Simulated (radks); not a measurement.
Species: I I. Configuration: [Kr] 4d10 5s1.75 5p5 6p0.25 (fractional occupations, a model configuration). Calculated with a radial shooting solver on a logarithmic mesh with Libxc functionals: Dirac Kohn-Sham, PBEsol, spin-unpolarised, spherical densities, point nucleus; open shells are shared between the two j in proportion to 2j + 1.

Normalised radial functions P(r) = r R(r) (large component), r in bohr:

```
   r/bohr * 4d3/2 (the largest magnitude, 1.13, reaches the edge; | marks zero)
 0.003817                             *
 0.004552                             *
 0.005428                             *
 0.006421                             *
 0.007656                             *
  0.00913                             *
  0.01089                             *
  0.01288                             *
  0.01536                             *
  0.01831                             *
  0.02184                             *
  0.02583                             |*
   0.0308                             |*
  0.03673                             |*
   0.0438                             | *
  0.05222                             |  *
  0.06178                             |   *
  0.07367                             |     *
  0.08784                             |       *
   0.1047                             |         *
   0.1239                             |           *
   0.1478                             |             *
   0.1762                             |              *
   0.2101                             |             *
   0.2485                             |           *
   0.2963                             |      *
   0.3534                             *
   0.4214                    *        |
   0.4985            *                |
   0.5944      *                      |
   0.7088  *                          |
   0.8452  *                          |
   0.9998     *                       |
    1.192          *                  |
    1.422                *            |
    1.695                     *       |
    2.021                        *    |
    2.391                           * |
    2.851                            *|
      3.4                             *
    4.054                             *
    4.796                             *
    5.719                             *
    6.819                             *
    8.132                             *
    9.619                             *
    11.47                             *
    13.68                             *
    16.31                             *
    19.29                             *
    23.01                             *
    27.43                             *
    32.71                             *
     38.7                             *
    46.14                             *
    55.02                             *
```

4d3/2: eigenvalue -53.154 eV, 1 radial node at r = 0.351 bohr, <r> = 0.915 bohr, 90 % of the charge inside 1.40 bohr.
